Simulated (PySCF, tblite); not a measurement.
Calculations on nickel trifluoride, `[F][Ni]([F])[F]` [quartet], in the order of a workflow; each names the level of the geometry that it ran on. Settings lines and outputs come from a driver script.

Nickel trifluoride, NiF3 (quartet state).
Bonds: F1–Ni2, Ni2–F3, Ni2–F4.

Step 1: GFN2-xTB geometry optimisation, gas phase (tblite 0.8.0) (from a force-field or distance-geometry start)
```json
{"job": {"kind": "relax", "xc": "GFN2-xTB", "basis": "xTB"}, "charge": 0, "multiplicity": 4}
```
```
step      E/eV     max force
  0    -516.27674    2.217
  1    -516.43817    2.041
  2    -516.91211    0.693
...
 17    -516.93853    0.053
 18    -516.93879    0.057
 19    -516.93908    0.047
 20    -516.93932    0.027
 21    -516.93939    0.007
```

Energy lowered by 15.3 kcal/mol over 21 steps; largest atomic force 0.007 eV/Å at the end. «max force» is the largest atomic force in eV/Å.

The run took under 0.1 s of wall time on an Intel Xeon Platinum 8488C with one thread, no GPU, shared host with 192 logical CPUs at a one-minute load of 118.

Step 2: GFN2-xTB harmonic vibrations, gas phase (tblite 0.8.0) (on the GFN2-xTB geometry)
```json
{"job": {"kind": "ir", "xc": "GFN2-xTB", "basis": "xTB"}, "charge": 0, "multiplicity": 4}
```
```
(table of modes left out)
```

6 modes from 50 to 493 cm⁻¹ (unscaled, harmonic); zero-point energy 2.1 kcal/mol; all wavenumbers are real at this level.

Time: 0.1 s of wall time. Hardware: one thread of an Intel Xeon Platinum 8488C, shared host.

Step 3: PBE0-D3(BJ)/def2-SVP geometry optimisation, gas phase (PySCF 2.14.0) (from the GFN2-xTB geometry)
```json
{"job": {"xc": "PBE0", "basis": "def2-SVP", "d3": "d3bj", "grid": 1, "shake": 0.01, "kind": "geom"}, "charge": 0, "multiplicity": 4}
```
```
step   0  E = -1806.86774686  max force = 0.016116
step   1  E = -1806.86891056  max force = 0.005918
step   2  E = -1806.86911277  max force = 0.002456
step   3  E = -1806.86915622  max force = 0.000447
step   4  E = -1806.86915897  max force = 0.000323
optimisation converged
```

Final energy -1806.86916 Eh after 4 steps; dipole 0.45 D. Energies in Eh; «max force» is the largest Cartesian gradient component in Eh/bohr.

On one thread, Intel Xeon Platinum 8488C (x86_64), on a shared host, this took 58 s and 0.34 GiB of memory at its peak.

Final geometry (PBE0-D3(BJ)/def2-SVP):
```
atom  x, y, z in Å
F1    -0.4522    1.6877   -0.0013
Ni2   -0.0049    0.0361   -0.0082
F3    -1.1443   -1.2604   -0.0098
F4     1.6394   -0.4891   -0.0138
```

 (This holds for the electronic-property runs.)
